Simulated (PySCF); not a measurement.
SiBr2F, SMILES F[Si](Br)Br, multiplicity 2.

Geometry: B3LYP-D3(BJ)/def2-SVP.

Method: TDA-LC-ωPBE/def2-SVPD (PySCF).

Vertical excitations. The molecule is in vacuum.

Computed lowest excited states:
```
state    energy (eV)  λ (nm)      f                                                  main pairs
-------  -----------  ------  -----  ----------------------------------------------------------
root 1          4.34     286  0.000                                            β HOMO→LUMO 94 %
root 2          4.57     272  0.009                                          β HOMO−1→LUMO 93 %
root 3          4.91     252  0.002                                          β HOMO−2→LUMO 90 %
root 4          5.06     245  0.001                        α HOMO→LUMO 23 %, β HOMO−3→LUMO 65 %
root 5          5.39     230  0.076    α HOMO→LUMO 53 %, α HOMO→LUMO+2 15 %, β HOMO−3→LUMO 23 %
root 6          5.83     213  0.025  α HOMO→LUMO+1 45 %, α HOMO→LUMO+5 17 %, β HOMO−4→LUMO 32 %
root 7          5.83     213  0.009    α HOMO→LUMO+2 52 %, α HOMO→LUMO+3 26 %, α HOMO→LUMO 11 %
root 8          6.01     206  0.173   α HOMO→LUMO+1 22 %, α HOMO→LUMO+5 8 %, β HOMO−4→LUMO 58 %
root 9          6.88     180  0.018                      α HOMO−1→LUMO 52 %, β HOMO→LUMO+1 24 %
root 10         7.14     174  0.000                    α HOMO−2→LUMO 54 %, β HOMO−1→LUMO+1 16 %
```
Unrestricted roots are not spin-pure.
